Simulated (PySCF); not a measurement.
# Electric field gradients and quadrupole coupling constants

Species: C6H11N3.
Cartesian coordinates in Å at the PBE0-D3(BJ)/def2-SVP level; atoms count from 1:
```
atom  x, y, z in Å
C1    -2.590   -0.392   -0.568
C2    -1.699   -0.483    0.668
C3    -0.252   -0.283    0.361
N4     0.587   -1.298    0.164
N5     1.732   -0.722   -0.132
C6     2.938   -1.477   -0.336
N7     1.724    0.594   -0.136
C8     0.469    0.919    0.168
C9     0.006    2.330    0.262
H10   -2.300   -1.150   -1.312
H11   -2.509    0.594   -1.051
H12   -3.648   -0.554   -0.310
H13   -2.016    0.268    1.411
H14   -1.816   -1.468    1.144
H15    3.578   -0.931   -1.040
H16    2.668   -2.456   -0.748
H17    3.481   -1.619    0.612
H18   -0.767    2.556   -0.489
H19    0.851    3.011    0.100
H20   -0.427    2.544    1.252
```

Field gradients from the PBE0/pcSseg-1 density (PySCF, non-relativistic), principal values in atomic units, ordered |Vxx| ≤ |Vyy| ≤ |Vzz|:

```json
{"atom": "N4", "Vxx": "0.2904", "Vyy": "0.7264", "Vzz": "-1.0168"}
{"atom": "N5", "Vxx": "0.2384", "Vyy": "0.5511", "Vzz": "-0.7895"}
{"atom": "N7", "Vxx": "0.2842", "Vyy": "0.7266", "Vzz": "-1.0107"}
```

Task: Find the asymmetry η = (Vxx − Vyy)/Vzz and the couplings χ = eQV/h (234.96 MHz × Q in barn × V in au), with Q(14N) = 0.02044 b.

Result: 
| atom | environment | nucleus | η | χzz (MHz) | χxx (MHz) | χyy (MHz) |
| --- | --- | --- | --- | --- | --- | --- |
| N4 | pyridine-type nitrogen | 14N | 0.43 | -4.883 | 1.395 | 3.489 |
| N5 | pyrrole-type nitrogen | 14N | 0.40 | -3.792 | 1.145 | 2.647 |
| N7 | pyridine-type nitrogen | 14N | 0.44 | -4.854 | 1.365 | 3.490 |

Task: What is Vzz at N4 in SI units (1 au = 9.71736 × 10²¹ V/m²)?

Result: -1.0168 au = -9.881 × 10²¹ V/m².

Task: And the gradient at the other heavy atoms, for which no coupling is worked out here?

Result: 
| atom | environment | Vzz (au) | η |
| --- | --- | --- | --- |
| C1 | methyl carbon | 0.067 | 0.26 |
| C2 | benzylic-type carbon | -0.075 | 0.85 |
| C3 | substituted aromatic carbon | 0.161 | 0.98 |
| C6 | N-methyl carbon | 0.341 | 0.11 |
| C8 | substituted aromatic carbon | 0.158 | 0.92 |
| C9 | benzylic-type carbon | 0.076 | 0.54 |

Task: What couplings would deuterons (Q(2H) = 0.00286 b) have in place of the hydrogens, at this geometry?

Result: 
| atom | bonded to | bond length (Å) | Vzz (au) | η | χzz (kHz) |
| --- | --- | --- | --- | --- | --- |
| H10 | C1 | 1.100 | 0.2908 | 0.02 | 195 |
| H11 | C1 | 1.101 | 0.2913 | 0.03 | 196 |
| H12 | C1 | 1.101 | 0.2925 | 0.02 | 197 |
| H13 | C2 | 1.103 | 0.2848 | 0.03 | 191 |
| H14 | C2 | 1.100 | 0.2866 | 0.02 | 193 |
| H15 | C6 | 1.096 | 0.2895 | 0.07 | 195 |
| H16 | C6 | 1.096 | 0.2898 | 0.07 | 195 |
| H17 | C6 | 1.101 | 0.2828 | 0.07 | 190 |
| H18 | C9 | 1.101 | 0.2902 | 0.03 | 195 |
| H19 | C9 | 1.098 | 0.2941 | 0.02 | 198 |
| H20 | C9 | 1.101 | 0.2900 | 0.03 | 195 |

Geometry: PBE0-D3(BJ)/def2-SVP, one conformer, isolated molecule. These gradients aren't converged with respect to the basis.
